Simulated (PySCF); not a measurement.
C5H11Ga.
SMILES: `[CH3][Ga]1[CH2]CC[CH2]1`

Method: TDDFT PBE0/def2-SVPD, vertical, gas phase, core orbitals frozen in the response in PySCF. Geometry: PBE0-D3(BJ)/def2-SVP, one conformer, isolated molecule. Relativistic effects, spin–orbit coupling among them, are left out although an element past zinc is present.

Lowest singlets, with some entries withheld (?).

```csv
state,E (eV),f,"main configurations (H = HOMO, L = LUMO)"
S1,4.55,?,H→L (100%)
S2,5.37,?,H-1→L (99%)
S3,5.60,?,H→L+1 (99%)
S4,6.43,?,H-1→L+1 (98%)
S5,6.64,?,H→L+2 (99%)
S6,6.88,?,H→L+3 (96%)
S7,6.97,?,H-2→L (99%)
S8,7.32,?,H→L+4 (95%)
S9,7.39,?,H-3→L (99%)
S10,7.47,?,H→L+5 (86%)
```

Problem. Supply the missing values.

Solution. 
- S1: f = 0.0000
- S2: f = 0.0001
- S3: f = 0.014
- S4: f = 0.093
- S5: f = 0.0077
- S6: f = 0.018
- S7: f = 0.0048
- S8: f = 0.0003
- S9: f = 0.0027
- S10: f = 0.019

Problem. Which level carries the most intensity, and what share of the listed sum of f?

Solution. S4, with f = 0.093 of 0.160, 58%.

Problem. Where do the lowest triplets lie (Tamm–Dancoff)?

Solution. T1 4.23 eV, H→L (99%); T2 5.06 eV, H-1→L (98%); T3 5.36 eV, H→L+1 (94%); T4 6.07 eV, H-1→L+1 (86%). E(S1) − E(T1) = +0.32 eV.

Problem. How far apart are S4 and S9, in eV and cm⁻¹?

Solution. 7.390 − 6.433 = 0.957 eV, or about 7710 cm⁻¹.

All these states lie below the vertical ionisation energy of 8.49 eV (ΔSCF).
